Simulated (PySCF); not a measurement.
dibromo-chloro-fluoromethane (CBr₂ClF), SMILES C(Cl)(Br)(F)Br. Atoms are numbered in the order given.

```xyz
5

F     -1.6695    -0.5948     0.0000
C     -0.3493    -0.4117     0.0000
Cl     0.4544    -1.9934     0.0000
Br     0.1342     0.5959    -1.6034
Br     0.1342     0.5959     1.6034
```

Coordinates come from a TPSSh-D3(BJ)/def2-SVP optimisation.

These are TDA-LC-ωPBE/def2-SVPD (PySCF 2.14.0) values and carry that method's errors.

Vertical excitations. The molecule is in vacuum. State labels are in the subgroup Cs.

```
state  symmetry  energy (eV)  λ (nm)      f                                                                  main pairs
-----  --------  -----------  ------  -----  --------------------------------------------------------------------------
S1           A"         5.31     234  0.003                                                              HOMO→LUMO 85 %
S2           A"         5.58     222  0.003                                                            HOMO−1→LUMO 80 %
S3           A'         5.81     214  0.004                                        HOMO−2→LUMO 70 %, HOMO−1→LUMO+1 12 %
S4           A'         6.04     205  0.001                                          HOMO−3→LUMO 53 %, HOMO→LUMO+1 29 %
S5           A"         7.01     177  0.055                                        HOMO−4→LUMO 59 %, HOMO−4→LUMO+2 10 %
S6           A'         7.23     171  0.001  HOMO−5→LUMO 39 %, HOMO−1→LUMO+1 13 %, HOMO−2→LUMO 11 %, HOMO−2→LUMO+2 10 %
S7           A'         7.62     163  0.000                                          HOMO→LUMO+1 44 %, HOMO−3→LUMO 34 %
S8           A'         7.88     157  0.009                                        HOMO−1→LUMO+1 51 %, HOMO−5→LUMO 10 %
S9           A"         7.89     157  0.046                      HOMO−2→LUMO+1 45 %, HOMO−4→LUMO 20 %, HOMO→LUMO+2 11 %
S10          A"         7.92     157  0.002   HOMO−2→LUMO+1 22 %, HOMO→LUMO+2 19 %, HOMO−1→LUMO+2 10 %, HOMO−4→LUMO 8 %
T1           A"         4.53     274      0                                                              HOMO→LUMO 79 %
T2           A"         4.78     259      0                                        HOMO−1→LUMO 72 %, HOMO−2→LUMO+1 13 %
T3           A'         4.93     252      0                                        HOMO−2→LUMO 62 %, HOMO−1→LUMO+1 14 %
T4           A'         5.13     242      0                      HOMO−3→LUMO 52 %, HOMO→LUMO+1 22 %, HOMO−1→LUMO+1 10 %
```
Triplets are in the Tamm–Dancoff approximation.
